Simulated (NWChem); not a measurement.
Molecule: sulfur difluoride (SF2); SMILES FSF

Results from NWChem. Structure relaxed at the PBE0/def2-SVP level. B3LYP is NWChem's, with the RPA form of VWN correlation.

For level B3LYP/def2-QZVP:

| Property | Value |
|---|---|
| highest occupied level (eV) | -7.16 |

Q: How do the values read with level B3LYP/def2-SVPD instead?

A: 
- highest occupied level (eV): -7.31
